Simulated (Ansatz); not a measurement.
Computed with Ansatz on PBE0-D4/def2-TZVP structures; ΔE is electronic, products minus reactants. CCSD(T)/CBS adds triple-zeta CCSD(T) − MP2 to the extrapolated MP2 energy (def2 sets, frozen cores). This one scheme is used for every species, atoms too. Functionals use def2-TZVPP. Open shells (•) are unrestricted, without spin–orbit coupling. Spin–orbit coupling would lower the free atoms: a little for C; clearly for Br; strongly for I. def2 core potentials past Kr. For Br, I outer-core shells are correlated without core-valence functions, so the limit isn't a true one: a few kJ/mol of doubt a bond, and 10 to 20 or more in all where bonds break to atoms. Scalar relativity is left out up to krypton. One conformer a species, not always the lowest.

Reaction (atomization): `N=C(Br)I` → Br• + C• + H• + I• + N•

CCSD(T)/CBS gives +15.96 eV.

Problem. Another level gave +16.19 eV. Which?
A. r2SCAN-D4/def2-TZVPP
B. PBE0-D4/def2-TZVPP
C. CCSD(T)/def2-TZVPP
D. CAM-B3LYP/def2-TZVPP

Solution. B. PBE0-D4 16.19, CAM-B3LYP 15.61, CCSD(T)/def2-TZVPP 15.21, r2SCAN-D4 16.04 eV.

Largest T1 diagnostic among the species: 0.011.

At CCSD(T), def2-SVP lies −1.58 eV from the extrapolated value and def2-TZVPP −0.75 eV: correlation converges slowly with the basis, and small sets miss more of it in the bonded molecule than in its fragments. From PBE to PBE0 (25 % exact exchange), in def2-TZVPP and without D4, ΔE moves by −0.90 eV: exact exchange takes away binding that semilocal exchange gives to molecules.

For atomizations the MP2-based limit and the directly extrapolated one differ by several kJ/mol either way, and by 10 to 25 for some Ge, Se and Sn compounds, so smaller differences from it don't rank the levels.
